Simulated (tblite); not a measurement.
C₅H₁₁O₂Si (doublet state).
SMILES with atom numbers: `[CH3:1][CH2:2]/[C:3](=[CH:4]\[O:5][CH3:6])[O:7][SiH2:8]` (hydrogens: H9, H10, H11 on C1; H12, H13 on C2; H14 on C4; H15, H16, H17 on C6; H18, H19 on Si8)

Structure optimised with GFN2-xTB, isolated species. This method treats the open shell by occupation alone, without spin polarisation.

Question: What internal coordinates does the optimisation give?

Answer: 
```json
{"bond": "C1–C2", "length (bohr)": "2.889", "order": "single"}
{"bond": "C2–C3", "length (bohr)": "2.839", "order": "single"}
{"bond": "C3=C4", "length (bohr)": "2.521", "order": "double"}
{"bond": "C4–O5", "length (bohr)": "2.597", "order": "single"}
{"bond": "O5–C6", "length (bohr)": "2.657", "order": "single"}
{"bond": "C3–O7", "length (bohr)": "2.546", "order": "single"}
{"bond": "O7–Si8", "length (bohr)": "3.075", "order": "single"}
{"bond": "C1–H9, C1–H10, C1–H11", "length (bohr)": "2.055", "order": "single"}
{"bond": "C2–H12, C2–H13", "length (bohr)": "2.062", "order": "single"}
{"bond": "C4–H14", "length (bohr)": "2.048", "order": "single"}
{"bond": "C6–H15, C6–H16, C6–H17", "length (bohr)": "2.067", "order": "single"}
{"bond": "Si8–H18, Si8–H19", "length (bohr)": "2.747", "order": "single"}
```

Bonds in one row agree within 0.02 bohr and their mean is given. Orders are formal, as drawn. A selection of angles:
```json
{"angle": "C1–C2–C3", "degrees": "111.0"}
{"angle": "C2–C3–C4", "degrees": "123.6"}
{"angle": "C2–C3–O7", "degrees": "114.3"}
{"angle": "C4–C3–O7", "degrees": "122.1"}
{"angle": "C3–C4–O5", "degrees": "122.0"}
{"angle": "C4–O5–C6", "degrees": "114.5"}
{"angle": "C3–O7–Si8", "degrees": "137.0"}
```

Dihedral angles: C1–C2–C3–C4 105° (anticlinal); C2–C3–C4–O5 -1° (synperiplanar); C3–C4–O5–C6 158° (antiperiplanar); C2–C3–O7–Si8 -177° (antiperiplanar). The mirror-image conformer, all signs reversed, is as good.

The C–O distances run from 1.347 Å (C3–O7, drawn single) to 1.406 Å (O5–C6, drawn single), a spread of 0.059 Å. C3 (carbon bonded to 2 C and O) is planar (angles 123.6°, 122.1° and 114.3°, sum 360.0°, 0.02 Å off the plane of its three neighbours). The 3 C–C bonds span 1.334 Å (C3=C4, drawn double) to 1.529 Å (C1–C2, drawn single), a spread of 0.195 Å. O7 (oxygen bonded to C and Si) is bent (angle 137.0°). C4 (carbon bonded to C, O and H) is planar (angles 122.0°, 121.3° and 116.7°, sum 360.0°, 0.00 Å off the plane of its three neighbours). Si8 (silicon bonded to O and 2 H) is pyramidal (angles 117.2°, 113.4° and 99.4°, sum 330.0°, 0.48 Å off the plane of its three neighbours). Of the pairs four or more bonds apart, Si8···H14 is among the closest relative to their van der Waals radii: 2.94 Å, 89 % of the sum of Bondi's values.

Point group: C1 (no symmetry element, even within 0.4 Å). Its GFN2-xTB frequencies are all real (lowest 37 cm⁻¹). Torsions: C1–C2–C3–C4 105°, C3–C4–O5–C6 158°, C2–C3–O7–Si8 -177°, C3–O7–Si8–H -48° and -173°.

Hardware: one thread of an Arm Neoverse V1, no GPU, shared host with 64 logical CPUs at a one-minute load of 22. Cost: 1.1 s wall. This is the geometry optimisation.

These are computed values.
